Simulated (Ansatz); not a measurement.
Gas-phase electronic energies from Ansatz, PBE0-D4/def2-TZVP geometries. CBS: MP2 limit from def2 TZ/QZ plus the TZ coupled-cluster correction, frozen cores. Functionals use def2-TZVPP. One conformer a species, not always the lowest.

`C#COC[SiH3]` → `C=C1[SiH2]C1O`  (isomerisation)

```csv
level,ΔE (kJ/mol)
PBE,-32.7
HF/def2-TZVPP,100.4
```

What does CCSD(T)/CBS give? (Estimate.)

Ansatz gave: +10.4 kJ/mol. The listed levels differ from it by -43.1, 90.0 kJ/mol.

Largest T1 diagnostic among the species: 0.023, so the coupled-cluster value is less sure than usual.

From PBE to PBE0 (25 % exact exchange), in def2-TZVPP and without D4, ΔE moves by +25.1 kJ/mol. In def2-TZVPP, CCSD(T) changes the Hartree–Fock value by −89.7 kJ/mol (the triples alone add −21.6 kJ/mol) and MP2 by −83.5 kJ/mol. The D4 term adds −6.0 kJ/mol with B3LYP and −2.9 kJ/mol with PBE0; it sums over pairs of atoms, weighted by their polarisabilities, and B3LYP, whose exchange is more repulsive, gets the larger term.

B3LYP here is the variant with VWN-RPA as its local correlation; programs differ in this.
